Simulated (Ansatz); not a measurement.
C2H5BO, SMILES `B/C=C/O` from Hartree–Fock to CCSD(T)

```xyz
9

B     0.9473   -1.0843   -0.6649
C    -0.2678   -0.3807   -0.1121
C    -0.1300    0.8590    0.4014
O    -1.0831    1.6239    0.9280
H     2.0078   -0.5235   -0.6345
H     0.8826   -2.1844   -1.1321
H    -1.2635   -0.8257   -0.1052
H     0.8328    1.3605    0.4256
H    -1.9261    1.1552    0.8938
```

The species carries charge 0 and has multiplicity 1. All single points use the PBE0-D4/def2-TZVP geometry. It is one conformer, not always the lowest. Frozen core, restricted reference, the Gaussian-basis code of Ansatz. CBS rows extrapolate triple and quadruple zeta.

```json
{"basis": "def2-TZVPP", "HF (Eh)": "?", "MP2 corr.": "?", "CCSD corr.": "-0.69027", "(T)": "-0.02895", "CCSD(T) total": "?"}
{"basis": "def2-QZVPP", "HF (Eh)": "-178.24489", "MP2 corr.": "-0.70683", "CCSD corr.": "-0.72870", "(T)": "-0.03201", "CCSD(T) total": "-179.00560"}
{"basis": "CBS(def2)", "HF (Eh)": "?", "MP2 corr.": "-0.74120", "CCSD corr.": "?", "(T)": "-0.03428", "CCSD(T) total": "?"}
```

Question: Fill in the withheld values. (Best estimate.)

Answer: The calculation gave: def2-TZVPP HF (Eh): -178.23659; def2-TZVPP MP2 corr.: -0.66044; def2-TZVPP CCSD(T) total: -178.95581; CBS(def2) HF (Eh): -178.24603; CBS(def2) CCSD corr.: -0.75717; CBS(def2) CCSD(T) total: -179.03748.
